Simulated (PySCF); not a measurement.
# Effect of structural changes

Method used: TDDFT B3LYP/def2-SVPD circular dichroism and optical rotation, one conformer, gas phase in PySCF. Geometry: GFN2-xTB.

Each molecule in one low-energy conformer. The parent is C=C[SiH2][C@@H]1SC[C@H]1F.

The molecule is flexible and this is one conformer; a measurement averages over conformers.

Problem. How does the specific rotation at 589.3 nm (origin-invariant length gauge) change along this series?
- C=C[SiH2][C@@H]1SC[C@H]1F (base)
- C=C[SiH2][C@@H]1SC[C@@H]1F (diastereomer)

Solution. 
| molecule | [α]589 (deg dm⁻¹ (g/mL)⁻¹) | S1 (eV) | R(S1), velocity form (10⁻⁴⁰ esu² cm²) |
| --- | --- | --- | --- |
| C=C[SiH2][C@@H]1SC[C@H]1F | -423.4 | 4.55 | -0.3 |
| C=C[SiH2][C@@H]1SC[C@@H]1F | -331.7 | 4.50 | +8.2 |

The specific rotation at 589.3 nm (origin-invariant length gauge) is lowest for C=C[SiH2][C@@H]1SC[C@H]1F and highest for C=C[SiH2][C@@H]1SC[C@@H]1F.
